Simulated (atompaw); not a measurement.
**Plane-wave convergence, PAW (atompaw) potential for tin**

```
Element                 : tin (Sn)
Generator               : atompaw 4.2.0.5
Type                    : PAW
Functional              : PBE
Relativity              : scalar-relativistic
Frozen core             : [Ar] 3d10 4s2
Valence charge          : 20
Reference configuration : 4p6 4d10 5s2 5p0 (charge +2)
Partial waves           : 5s (bound): rc 2.25 bohr; 5s channel at -0.85 Ry: rc 2.25 bohr; 4p (bound): rc 0.95 bohr; 5p (bound, empty): rc 1.90 bohr; 4d (bound): rc 1.88 bohr; 4d channel at -1.2 Ry: rc 2.25 bohr
Local potential         : ultrasoft scheme with l = 3 at 0.5 Ry, radius 2.25 bohr
Core correction         : smooth core density matched at 1.50 bohr
Augmentation charge     : besselshape compensation charge, radius 2.25 bohr; PAW radius 2.25 bohr; waves and projectors: custom rrkj vanderbiltortho
```

The pseudo-atom Hamiltonian at the reference potential is diagonalised in spherical Bessel functions j_l(qr) that vanish at 20 bohr, with q² up to the cutoff. All-electron valence levels (Ry): 5s -1.9177, 4p -7.8756, 5p -1.3077, 4d -3.1758.

Question: How do the lowest levels (Ry) of each channel move with the cutoff, and are there ghosts?

Answer:

| cutoff (Ry) | s #1 | s #2 | p #1 | p #2 | p #3 | d #1 | f #1 | Σ f·Δε (mRy) |
| --- | --- | --- | --- | --- | --- | --- | --- | --- |
| 8 | -1.9175 | -0.6600 | -1.3129 | -0.4968 | -0.2581 | -0.6310 | -0.3116 | 64822.9 |
| 15 | -1.9177 | -0.6603 | -3.0507 | -1.3069 | -0.4909 | -2.6715 | -0.3164 | 33991.0 |
| 30 | -1.9177 | -0.6603 | -7.3736 | -1.3076 | -0.4916 | -3.1742 | -0.3176 | 3026.3 |
| 45 | -1.9178 | -0.6603 | -7.7964 | -1.3076 | -0.4917 | -3.1754 | -0.3177 | 477.3 |
| 70 | -1.9178 | -0.6603 | -7.8685 | -1.3076 | -0.4917 | -3.1757 | -0.3177 | 41.9 |
| 100 | -1.9178 | -0.6603 | -7.8748 | -1.3076 | -0.4917 | -3.1758 | -0.3177 | 3.4 |
| 160 | -1.9178 | -0.6603 | -7.8751 | -1.3076 | -0.4917 | -3.1758 | -0.3177 | 1.4 |
| 230 | -1.9178 | -0.6603 | -7.8753 | -1.3076 | -0.4917 | -3.1758 | -0.3177 | 0.5 |
| 400 | -1.9178 | -0.6603 | -7.8754 | -1.3076 | -0.4917 | -3.1758 | -0.3177 | 0.0 |

Result: no extra level below or beside the all-electron valence levels (s, p, d, f tested); 10 mRy is reached at 90 Ry and 1 mRy at 180 Ry.
